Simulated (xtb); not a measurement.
xtb input (GFN2-xTB):

```bash
xtb mol.xyz --gfn 2 --sp --chrg 1 --uhf 0
```
mol.xyz:
```
4

C     -0.03656811    -0.45071943    -0.08291141
F     -0.12060882    -1.30458171     0.93195011
Cl    -1.43146427     0.54752801    -0.25057898
Cl     1.50822239     0.30221034    -0.21354352
```

End of the output:

```
         :::::::::::::::::::::::::::::::::::::::::::::::::::::
         ::                     SUMMARY                     ::
         :::::::::::::::::::::::::::::::::::::::::::::::::::::
         :: total energy             -15.385398072040 Eh    ::
         :: gradient norm              0.101194949910 Eh/a0 ::
         :: HOMO-LUMO gap              1.979872424121 eV    ::
         ::.................................................::
         :: SCC energy               -15.408954869035 Eh    ::
         :: -> isotropic ES            0.150637194581 Eh    ::
         :: -> anisotropic ES         -0.005148178667 Eh    ::
         :: -> anisotropic XC         -0.009904123188 Eh    ::
         :: -> dispersion             -0.002167625540 Eh    ::
         :: repulsion energy           0.023556796995 Eh    ::
         :: add. restraining           0.000000000000 Eh    ::
         :: total charge               1.000000000000 e     ::
         :::::::::::::::::::::::::::::::::::::::::::::::::::::

           -------------------------------------------------
          |                Property Printout                |
           -------------------------------------------------

    * Orbital Energies and Occupations

         #    Occupation            Energy/Eh            Energy/eV
      -------------------------------------------------------------
         1        2.0000           -1.3197651             -35.9126
         2        2.0000           -1.3164327             -35.8220
         3        2.0000           -1.1337669             -30.8514
         4        2.0000           -0.9168615             -24.9491
         5        2.0000           -0.8580182             -23.3479
         6        2.0000           -0.8571588             -23.3245
         7        2.0000           -0.8490466             -23.1037
         8        2.0000           -0.7765479             -21.1309
         9        2.0000           -0.7618145             -20.7300
        10        2.0000           -0.7276486             -19.8003
        11        2.0000           -0.7238756             -19.6977
        12        2.0000           -0.7150419             -19.4573 (HOMO)
Note: The following floating-point exceptions are signalling: IEEE_DENORMAL
normal termination of xtb
        13                         -0.6422829             -17.4774 (LUMO)
        14                         -0.4621337             -12.5753
        15                         -0.3973243             -10.8117
        16                         -0.2983305              -8.1180
        17                         -0.2740505              -7.4573
        18                         -0.2722022              -7.4070
        19                         -0.2713092              -7.3827
        20                         -0.2711254              -7.3777
        21                         -0.2706797              -7.3656
        22                         -0.2706208              -7.3640
        23                         -0.2573565              -7.0030
       ...                                ...                  ...
        26                         -0.1023008              -2.7837
      -------------------------------------------------------------
                  HL-Gap            0.0727590 Eh            1.9799 eV
             Fermi-level           -0.6786624 Eh          -18.4673 eV

     #   Z          covCN         q      C6AA      α(0)
     1   6 C        2.566     0.326    21.498     7.580
     2   9 F        0.836     0.023     9.163     3.576
     3  17 Cl       1.021     0.325    89.993    14.513
     4  17 Cl       1.021     0.325    89.993    14.513

 Mol. C6AA /au·bohr⁶  :        704.466772
 Mol. C8AA /au·bohr⁸  :      25471.925756
 Mol. α(0) /au        :         40.182398

Wiberg/Mayer (AO) data.
largest (>0.10) Wiberg bond orders for each atom

 ---------------------------------------------------------------------------
     #   Z sym  total        # sym  WBO       # sym  WBO       # sym  WBO
 ---------------------------------------------------------------------------
     1   6 C    3.878 --     3 Cl   1.351     4 Cl   1.351     2 F    1.177
     2   9 F    1.428 --     1 C    1.177     3 Cl   0.125     4 Cl   0.125
     3  17 Cl   1.691 --     1 C    1.351     4 Cl   0.215     2 F    0.125
     4  17 Cl   1.691 --     1 C    1.351     3 Cl   0.215     2 F    0.125
 ---------------------------------------------------------------------------

Topologies differ in total number of bonds
Writing topology from bond orders to xtbtopo.mol

molecular dipole:
                 x           y           z       tot (Debye)
 q only:        0.019       0.186      -0.295
   full:        0.055       0.598      -0.384       1.813
molecular quadrupole (traceless):
                xx          xy          yy          xz          yz          zz
 q only:        4.501      -0.522      -1.780       0.055      -0.439      -2.721
  q+dip:        8.215      -0.957      -3.114       0.202       0.393      -5.102
   full:        8.094      -0.954      -3.093       0.254       1.055      -5.001

           -------------------------------------------------
          | TOTAL ENERGY              -15.385398072040 Eh   |
          | GRADIENT NORM               0.101194949910 Eh/α |
          | HOMO-LUMO GAP               1.979872424121 eV   |
           -------------------------------------------------

------------------------------------------------------------------------
------------------------------------------------------------------------
 total:
 SCF:
```

This state (charge 1, singlet) is run at the relaxed geometry of the species with charge 0 and multiplicity 2.
